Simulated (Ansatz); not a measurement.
Computed with Ansatz on PBE0-D4/def2-TZVP structures; ΔE is electronic, products minus reactants. CBS: MP2 limit from def2 TZ/QZ plus the TZ coupled-cluster correction, frozen cores. DFT in def2-TZVPP. HSE06 is defined as in plane-wave codes. Elements past krypton have def2 core potentials. For In outer-core shells are correlated without core-valence functions, which leaves a few kJ/mol of doubt a bond. Each species was taken in one conformer, which may not be the lowest.

Consider the formal exchange of groups at a C–C bond: `FC(F)(F)CC(Cl)Cl` + `[InH3]` → `Cl[CH](Cl)[InH2]` + `CC(F)(F)F`.

`FC(F)(F)CC(Cl)Cl`:

Z-matrix (Å, degrees):
```
C
F 1 1.342
F 1 1.332 2 107.4
F 1 1.339 2 107.4 3 115.1
C 1 1.513 2 111.3 3 -124.9
C 5 1.514 1 114.7 2 49.6
H 5 1.092 1 106.3 2 -69.8
H 5 1.091 1 108.7 2 173.8
Cl 6 1.775 5 108.9 1 -167.5
Cl 6 1.768 5 112.5 1 69.9
H 6 1.087 5 111.7 1 -50.1
```

`[InH3]`:

Cartesian coordinates in Å:
```
In 0.000 0.000 0.000
H -1.582 0.380 -0.570
H 0.212 -0.661 1.578
H 1.370 0.281 -1.008
```

`Cl[CH](Cl)[InH2]`:

Z-matrix (Å, degrees):
```
C
Cl 1 1.805
In 1 2.188 2 98.5
Cl 1 1.767 2 111.1 3 -122.4
H 1 1.086 2 105.4 3 122.1
H 3 1.711 1 114.7 2 -84.9
H 3 1.716 1 116.2 2 91.2
```

`CC(F)(F)F`:

```xyz
8

C    -0.160   -0.580    0.527
C     0.140    0.505   -0.459
F     0.613    1.607    0.143
F     1.059    0.122   -1.357
F    -0.953    0.870   -1.145
H    -0.909   -0.227    1.235
H     0.752   -0.845    1.060
H    -0.541   -1.452   -0.003
```

```csv
level,ΔE (kJ/mol),difference from CCSD(T)/CBS
r2SCANh-D4,-32.2,6.6
ωB97M-V,-26.9,11.9
PBE-QIDH,-30.5,8.3
PBE,-38.3,0.5
BLYP,-45.2,-6.4
r2SCAN,-35.4,3.4
PBE0,-32.9,5.9
r2SCANh,-33.8,5.0
r2SCAN0,-31.6,7.2
HSE06,-33.3,5.5
CAM-B3LYP,-29.3,9.5
LC-ωPBE,-27.3,11.5
SCS-MP2/def2-TZVPP,-32.8,6.0
HF/def2-QZVPP,-28.6,10.2
SCS-MP2/def2-QZVPP,-37.9,0.9
MP2/CBS(def2),-43.4,-4.6
CCSD(T)/CBS,-38.8,0
```

Largest T1 diagnostic among the species: 0.014.

At CCSD(T), def2-SVP lies +25.6 kJ/mol from the extrapolated value and def2-TZVPP +9.1 kJ/mol. The D4 term adds +5.4 kJ/mol with B3LYP and +3.4 kJ/mol with PBE0; it sums over pairs of atoms, weighted by their polarisabilities, and B3LYP, whose exchange is more repulsive, gets the larger term. Leaving LDA and LC-ωPBE aside and taking each functional with its dispersion term where it has one, the values, not all of them listed here, spread over 14.6 kJ/mol, from BLYP-D4 to B97M-V. LDA lies +17.9 kJ/mol from PBE without D4.

B3LYP here is the variant with VWN-RPA as its local correlation; programs differ in this.
